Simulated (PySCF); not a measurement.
# Electron correlation in Se²⁺ (selenium, charge +2)

[Ar] 3d10 4s2 4p2, high-spin 3P determinant. Calculation: PySCF 2.14, in def2-SVP (5s4p3d, 32 functions); no relativity, point nucleus. Frozen: [Ar] 3d10; 4 electrons correlated.

MP2 pair energies summed by pair of shells (mhartree):

| pair | energy | share (%) |
| --- | --- | --- |
| 4s-4p | -28.10 | 60.6 |
| 4s-4s | -13.50 | 29.1 |
| 4p-4p | -4.75 | 10.2 |

Total MP2 correlation energy: -46.35 mhartree.

Same-spin part -7.36 and opposite-spin part -38.99 mhartree; SCS-MP2 scales them by 1/3 and 6/5 to -49.24 mhartree.

```tsv
level	correlation energy (mhartree)
CCSD	-63.90
(T)	-0.71
CCSD(T)	-64.61
```

Diagnostics: T1 = 0.0063, D1 = 0.0174, largest double amplitude 0.099.

Cost of the coupled-cluster step: 0.16 s of wall time on 1 thread of AMD EPYC 7R43 64-Core Processor (shared host), for 4 correlated electrons.
